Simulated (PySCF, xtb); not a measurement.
C3H8Se, SMILES CC[Se]C.

GFN2-xTB in xtb 6.7.1 at its own geometry gives an orbital gap of 4.14 eV and a dipole moment of 2.68 D.

Geometry: B3LYP-D3(BJ)/def2-SVP. The values are those of a single conformer.

Q: What does PBE/def2-TZVP (PySCF) give? (The exact figures need the calculation; the answer reports its results.)

A: gap 4.39 eV (levels -4.87 and -0.48 eV), dipole 1.54 D.
